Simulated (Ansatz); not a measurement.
Basis-set series for CH7GaO, SMILES `C[OH+][GaH3-]`. The species carries charge 0 and has multiplicity 1. All single points use the PBE0-D4/def2-TZVP geometry.

| functional | basis | functions | energy (Eh) | HOMO (eV) | LUMO (eV) |
| --- | --- | --- | --- | --- | --- |
| PBE0-D4 | def2-SVP | 95 | -2041.64618 | -7.56 | 0.04 |
| PBE0-D4 | def2-QZVPP | 413 | -2042.08148 | -7.65 | -0.50 |
| ωB97M-V | def2-SVP | 95 | -2041.85659 | -9.76 | 1.75 |
| ωB97M-V | def2-QZVPP | 413 | -2042.29683 | -9.90 | 0.84 |

(1) Give the rows for def2-TZVPP. (Estimate.)

Results:

(1) Ansatz gave: 
```
functional       basis  functions  energy (Eh)  HOMO (eV)  LUMO (eV)
   PBE0-D4  def2-TZVPP        208  -2042.03077      -7.64      -0.29
   ωB97M-V  def2-TZVPP        208  -2042.24729      -9.89       1.29
```

Positive LUMOs are unbound and depend on the basis. Scalar relativity is left out up to krypton.
